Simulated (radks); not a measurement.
Problem. P V, configuration [Ne] 3s1. All-electron calculation, scalar-relativistic Kohn-Sham, LDA (Slater exchange, VWN5 correlation), spin-polarised, spherical densities, point nucleus; open shells are filled with parallel spins first. Program: a radial shooting solver on a logarithmic mesh with Libxc functionals. Some entries of the table are withheld. Estimate them.

orbital,occ.,eigenvalue (eV),<1/r> (bohr^-1),r(max) (bohr)
1s up,1,-2134.714,14.61,0.06784
1s down,1,-2134.432,14.60,0.06784
2s up,1,-229.3756,2.825,0.4191
2s down,1,-229.0091,2.827,0.4191
2p up,3,-180.9482,2.724,0.3522
2p down,3,-180.5750,2.728,0.3522
3s up,1,-59.6554,0.8745,1.424
3s down,0,-56.8579,0.8718,1.420
3p up,0,(1),0.7976,1.520
3p down,0,(2),0.7891,1.521
3d up,0,-34.2902,0.6292,1.615
3d down,0,-31.9278,0.6159,1.638
4s up,0,-25.4796,0.4233,3.234
4s down,0,-24.7907,0.4128,3.307
4f up,0,-15.6572,0.3054,3.235
4f down,0,-15.0178,0.2866,3.474

Solution. 
(1) 3p up eigenvalue (eV): -48.8444
(2) 3p down eigenvalue (eV): -46.1738
